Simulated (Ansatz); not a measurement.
Relaxation of C$_{2}$H$_{8}$NSbSi (13 atoms, charge 0, multiplicity 1), to a largest force component of 0.015 eV/Å in at most 40 steps.

Theory: RKS PBE-D4/def2-SVP in Ansatz 0.2.0.

```xyz
13
Properties=species:S:1:pos:R:3
C -1.478 0.683 1.085
Si -0.037 0.588 -0.038
Sb 1.945 -0.011 1.342
C -0.251 -0.712 -1.309
N 0.553 -0.991 -2.223
H -2.417 1.008 0.464
H -1.324 1.518 1.838
H -1.661 -0.227 1.574
H 0.202 1.896 -0.665
H 2.926 -0.397 -0.054
H 1.404 -1.672 1.538
H -1.238 -1.269 -1.270
H 1.396 -0.446 -2.268
```

Where does it end, and by what steps?

The run converged. The force dipped under the threshold on the way, but the program's further checks kept it going. After 32 steps the energy has fallen by 0.501 eV; H13 moved furthest, 1.20 Å.

```csv
step,energy less start (eV),largest force component (eV/Å),accepted
0,0.0000,3.329,yes
2,-0.4437,0.436,yes
4,-0.4700,0.141,yes
6,-0.4727,0.053,yes
8,-0.4734,0.014,yes
10,-0.4741,0.049,yes
12,-0.4754,0.154,yes
14,-0.4718,0.246,no
16,-0.4791,0.122,yes
18,-0.4844,0.197,yes
20,-0.4913,0.415,yes
22,-0.4904,0.197,no
24,-0.4990,0.142,yes
26,-0.5010,0.036,yes
28,-0.5013,0.023,yes
30,-0.5014,0.017,yes
32,-0.5015,0.014,yes
```

```xyz
13
Properties=species:S:1:pos:R:3
C -1.504 0.786 0.992
Si 0.098 0.523 0.013
Sb 2.027 -0.103 1.659
C -0.115 -0.839 -1.309
N 0.159 -0.759 -2.563
H -2.331 1.081 0.315
H -1.378 1.582 1.754
H -1.799 -0.146 1.514
H 0.492 1.781 -0.726
H 3.003 -0.607 0.318
H 1.353 -1.699 1.792
H -0.502 -1.826 -0.954
H 0.518 0.191 -2.789
```

Time of the run: 100 s on 2 threads of Arm Neoverse V1, on a shared host, peak memory 0.16 GiB.
